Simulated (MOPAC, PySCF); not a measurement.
C₄H₅NO, SMILES `CC(=O)CC#N` (O–C–C–C torsion 155°), neutral singlet in the gas phase. 

Cartesian coordinates (Å):
```xyz
11

C     -1.2706    -0.5944    -0.2110
C     -0.4989     0.3644     0.6414
O     -0.9519     0.8993     1.6145
C      0.9354     0.7124     0.2196
C      1.6160    -0.3103    -0.5578
N      2.1332    -1.1289    -1.1665
H     -1.2310    -0.2927    -1.2594
H     -2.2998    -0.6394     0.1323
H     -0.8153    -1.5852    -0.1564
H      1.5036     0.9468     1.1184
H      0.8794     1.6281    -0.3752
```
Charge 0, multiplicity 1.

All levels are single points at this geometry (CAM-B3LYP-D3(BJ)/def2-TZVP); Pople sets use spherical d functions. Orbital energies aren't observables, and empty levels follow the basis.

| level | HOMO (eV) | LUMO (eV) | gap (eV) | dipole (D) | vertical IE, Delta-SCF (eV) |
|---|---|---|---|---|---|
| CAM-B3LYP-D3(BJ)/def2-TZVP in PySCF | -9.46 | 0.10 | 9.56 | 1.69 | 10.38 |
| TPSSh-D3(BJ)/def2-TZVP in PySCF | -7.12 | -1.67 | 5.45 | 1.73 | 9.97 |
| B3LYP/3-21G in PySCF | -7.19 | -0.77 | 6.42 | 1.61 | – |
| B3LYP/6-311+G** in PySCF | -7.82 | -1.49 | 6.34 | 1.68 | – |
| M06-2X/6-31G* in PySCF | -9.28 | 0.35 | 9.63 | 1.62 | – |
| PBE/6-31G* in PySCF | -6.02 | -1.90 | 4.12 | 1.73 | 9.67 |
| HF/3-21G in PySCF | -11.55 | 3.81 | 15.36 | 1.58 | – |
| HF/6-31G* in PySCF | -11.74 | 3.63 | 15.37 | 1.62 | 9.11 |
| AM1 in MOPAC | -11.09 | 0.50 | 11.59 | 1.13 | – |
